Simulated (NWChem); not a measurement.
Species: ZrO; SMILES [O]=[Zr]

All runs: NWChem. Structure relaxed at the PBE0-D3(BJ)/def2-TZVP level. def2 effective core potentials on Zr; no spin-orbit coupling. Ions are spin-unrestricted doublets at the neutral geometry; other ion states weren't tried.

Q: What does the run give for Hartree-Fock/def2-SVPD? Quantities: vertical ionisation energy, ΔSCF (eV); −ε(HOMO) (eV).

A: 
```yaml
vertical ionisation energy, ΔSCF (eV): 6.37
"−ε(HOMO) (eV)": 6.81
```
